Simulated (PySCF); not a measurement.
## ReO2F2: from a saddle point downhill

PySCF 2.14.0, UKS PBE, Re def2-SVP with ECP60, O def2-SVP, F def2-SVP; non-relativistic Hamiltonian with scalar-relativistic core potentials where named; density fitting; no spin-orbit coupling. Relaxed within the symmetry of its start, the geometry (C2v) is

```xyz
5

Re    0.0592    0.0592    0.0000
O     1.7655   -0.1072    0.0000
O    -0.1072    1.7655    0.0000
F    -1.8489   -0.1300    0.0000
F    -0.1300   -1.8489    0.0000
```

and its lowest harmonic modes are -219, -104, 248, 298, 398, 606 cm⁻¹ (negative: unstable). It was moved along the lowest mode and relaxed again, within the group C2 that the move left.

Where does it end, and how much lower?

In C2v, 1.636 eV lower, after 11 steps:
```xyz
5

Re    0.0730    0.0730    0.0000
O     1.4734    0.0127    0.9710
O     0.0127    1.4734   -0.9710
F    -1.5326   -0.2880    0.9215
F    -0.2880   -1.5326   -0.9215
```

How do the contacts change?


```tsv
contact	saddle (Å)	end (Å)
Re1–O2 (O)	1.714	1.705
Re1–O3 (O)	1.714	1.705
Re1–F4 (F)	1.918	1.886
Re1–F5 (F)	1.918	1.886
```


Is the end a minimum?

Yes; lowest modes 96, 212, 222, 250, 320, 645 cm⁻¹.

Open shells may have lower solutions than the one found.

State: doublet.
